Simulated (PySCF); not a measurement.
## HScS, singlet: data card

These are results of PBE0/[Sc def2-TZVP, S def2-TZVP, H def2-TZVP], no relativity, density fitting, PySCF, not measurements.

The structure is a minimum.

- Point group: Cs
- Bond lengths: Sc–H 1.836 Å, Sc–S 2.138 Å
- Bond angles: H–Sc–S 116.5°
- Principal quadrupole moments (Buckingham, traceless) about the centre of mass: -14.24, 5.70, 8.54 D Å
- Zero-point energy: 14.8 kJ/mol
- Rotational constants: 6.498, 0.1906, 0.1852 cm⁻¹
- Highest occupied level: -6.47 eV
- Entropy at 298.15 K and 1 bar: 259.7 J/(mol K)
- Principal polarisabilities: 39.7, 45.8, 82.3 bohr³
- Rotational symmetry number: 1
- Atomisation energy without zero-point energy: 739 kJ/mol
- Enthalpy at 298.15 K above 0 K: 11.27 kJ/mol
- Lowest empty level: -2.47 eV
- Dipole moment: 6.94 D
- Heat capacity Cp at 298.15 K: 44.4 J/(mol K)

Harmonic modes (masses in u: Sc 44.956, S 31.972, H 1.008):
| symmetry | ω (cm⁻¹) | IR (km/mol) | type |
| --- | --- | --- | --- |
| a' | 364 | 137 | bend |
| a' | 590 | 148 | mixed |
| a' | 1520 | 437 | stretch |

Charges (e):
```csv
atom,Mulliken,Löwdin,polar tensor,Mayer order to Sc1
Sc1,0.77,0.20,1.32,–
S2,-0.56,-0.02,-0.83,2.24
H3,-0.21,-0.18,-0.50,0.93
```

Mulliken populations on Sc1: s 6.41, p 12.32, d 1.49, f 0.02.

Outer orbital energies (eV). occupied: -16.86, -7.67, -6.88, -6.62, -6.47; empty: -2.47, -1.74, -1.73, -1.27.

Stability towards spin polarisation was not tested. Other isomers or separated fragments may lie lower.

The final relaxation and frequency run took 25 s on 2 threads of a shared Intel Xeon Platinum 8488C (Sapphire Rapids) host, with 88 basis functions and 13 gradients; the process peaked at 0.8 GiB. Launch command: `OMP_NUM_THREADS=2 python axn.py task.json out`.
